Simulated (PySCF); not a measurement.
Zn(NH2)(OSiH3) (H5NOSiZn), SMILES [SiH3][O][Zn][NH2].

Geometry: PBE0-D3(BJ)/def2-SVP. The structure was generated by enumeration; whether it is a known compound was not checked. One conformer was computed; it need not be the lowest.

Method: C-PCM-ωB97X/def2-SVP run with PySCF 2.14.0.

The values are the electrostatic part of the solvation free energy, E(continuum) − E(gas) at the gas-phase geometry, in a cavity of scaled van der Waals radii (PySCF's table); cavitation and dispersion terms are not included. A continuum can't describe solvent molecules that bind to the metal. In vacuum the orbital gap is 10.64 eV. The dipole moment in vacuum is 2.43 D.

```
solvent           ε  ΔG(elec) (kcal/mol)  dipole (D)  gap (eV)
------------  -----  -------------------  ----------  --------
water         78.36                -15.4        2.87     10.86
acetone       20.49                -14.7        2.85     10.85
diethylether   4.24                -11.5        2.75     10.80
```
